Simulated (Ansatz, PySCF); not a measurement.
Process, species as SMILES: CNB(O)O -> [NH]B(O)O + [CH3] (CH3) (the C-N bond at the site shown breaks; other sites are not compared here)
Geometries: B3LYP-D3(BJ)/def2-TZVP minima from Ansatz (an electronic-structure program), one conformer each, not searched for the lowest. Frequencies are from Ansatz or PySCF.

Property: bond dissociation energy (0 K, with B3LYP-D3(BJ) harmonic zero-point energies), in kcal/mol. Valence correlation only, unless marked. Open shells are spin-unrestricted. No spin-orbit coupling. Non-relativistic. CBS(X,Y): correlation extrapolated as X^-3; Hartree-Fock from the larger set.

```tsv
level	program	bond dissociation energy (kcal/mol)
revPBE-D4/def2-TZVPD	Ansatz + dftd4	?
PBE0/def2-SVP	Ansatz	93.9
PBE0/def2-QZVPP	Ansatz	90.2
SCS-MP2/cc-pVDZ	Ansatz	90.4
CCSD(T)/CBS(aug-cc-pVTZ,aug-cc-pVQZ)	Ansatz	93.5
```

Question: Complete the blanks.

Answer: 
- revPBE-D4/def2-TZVPD, bond dissociation energy (kcal/mol): 89.8
